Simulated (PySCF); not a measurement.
Computed with PBE-D3(BJ)/def2-TZVP (PySCF). Isolated molecules, 0 K electronic values unless said otherwise. Excitations are Tamm–Dancoff values on a coarser integration grid. The basis has no diffuse functions, so Rydberg states are missing or too high.

Reference species (SMILES): `[Br][Ga]([Br])[Br]` (neutral, multiplicity 1).

```
Item                    Value
-------------------  --------
HOMO                 -7.41 eV
S1 excitation (TDA)   4.31 eV
T1 excitation (TDA)   4.01 eV
```

Changed species: `[GaH2][Br]` (2 of 3 Br replaced by H; the reference has 0 of 3 Br replaced by H).

### Question
Predict the effect on the HOMO, S1 excitation (TDA) and T1 excitation (TDA).

### Answer
the HOMO rises by 0.60 eV, to -6.81 eV; the S1 excitation (TDA) drops by 0.15 eV, to 4.16 eV; the T1 excitation (TDA) hardly moves.
